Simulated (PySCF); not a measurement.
## FeF: frontier orbitals

PBE at R = 1.782 Å; basis Fe def2-TZVPP, F def2-TZVPP; no relativity; PySCF 2.14. State: ⁶Δ (sextet), unpaired electrons σ ↑↑, π ↑↑, δ ↑. Only the outer orbitals are listed, counted within each symmetry.

| spin | orbital | occ. | ε (eV) | on Fe (%) | main shells (%) |
| --- | --- | --- | --- | --- | --- |
| α | 1δ | 1 | -8.63 | 100 | 100 Fe d |
| α | 4π | 1 | -7.93 | 55 | 53 Fe d, 45 F p |
| α | 4π | 1 | -7.93 | 55 | 53 Fe d, 45 F p |
| α | 9σ | 1 | -7.83 | 75 | 59 Fe d, 25 F p, 15 Fe s |
| α | 1δ | 1 | -7.57 | 100 | 100 Fe d |
| α | 10σ | 1 | -4.86 | 94 | 73 Fe s, 16 Fe p |
| α | 5π | 0 | -1.08 | 99 | 96 Fe p |
| α | 5π | 0 | -1.08 | 99 | 96 Fe p |
| α | 11σ | 0 | 0.76 | 106 | 74 Fe p, 21 Fe s, 11 Fe d |
| β | 3π | 1 | -9.01 | 11 | 89 F p, 9 Fe d |
| β | 3π | 1 | -9.01 | 11 | 89 F p, 9 Fe d |
| β | 1δ | 1 | -5.49 | 100 | 100 Fe d |
| β | 9σ | 0 | -4.69 | 95 | 66 Fe d, 29 Fe s |
| β | 4π | 0 | -4.43 | 92 | 92 Fe d |
| β | 4π | 0 | -4.43 | 92 | 92 Fe d |

Task: Which are the highest filled and the lowest empty level, where do they sit, and how wide is the gap?

Result: Highest filled α 10σ at -4.86 eV (in %: 73 Fe s, 16 Fe p); lowest empty β 9σ at -4.69 eV (in %: 66 Fe d, 29 Fe s); the gap at PBE is 0.17 eV.

The bond order (Mayer) is 0.98, the ⟨S²⟩ is 8.752 and the charge on Fe (Mulliken, basis-dependent) is 0.42. The charge on Fe (Löwdin, basis-dependent) is 0.21, the dipole moment (positive dipole means Fe(−)F(+)) is -1.68 D and the polarisability along the bond is 38.0 bohr³. The polarisability across the bond is 39.3 bohr³.

Shares are Mulliken populations and can fall outside 0 to 100 %.

With d or f electrons several states lie close, and the lowest PBE0 determinant need not be the measured ground state.
